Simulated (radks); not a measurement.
Initial-state core-level shifts of the gadolinium ion Gd3+ when its valence configuration changes from [Xe] 4f7. All-electron calculation, scalar-relativistic Kohn-Sham, PBE, spin-unpolarised, spherical densities, finite nucleus; Fermi nuclear charge, rms radius 5.1569 fm. Program: a radial shooting solver on a logarithmic mesh with Libxc functionals. Shifts are changes of the shell-averaged eigenvalues in eV (positive: less bound); the change of the density at the nucleus, which sets a Mossbauer isomer shift, is in e/bohr^3, on a base of 6.582e+05.

valence,1s,2p,3d,4d,density at nucleus
4f6 5d1,-7.799,-8.345,-9.442,-8.252,+32.51
4f5 5d1 6p1,-20.918,-22.248,-24.578,-21.696,+77.64
4f6 6s1,-11.026,-11.712,-12.739,-11.502,+99.22
4f5 6p2,-25.557,-27.055,-29.308,-26.317,+87.19
4f6 6p1,-12.172,-12.854,-13.884,-12.644,+40.09
4f5 5d2,-16.385,-17.569,-19.958,-17.158,+69.63
4f5 5d1 6s1,-19.788,-21.123,-23.446,-20.569,+140.45
4f5 6s2,-23.331,-24.834,-27.074,-24.100,+218.94
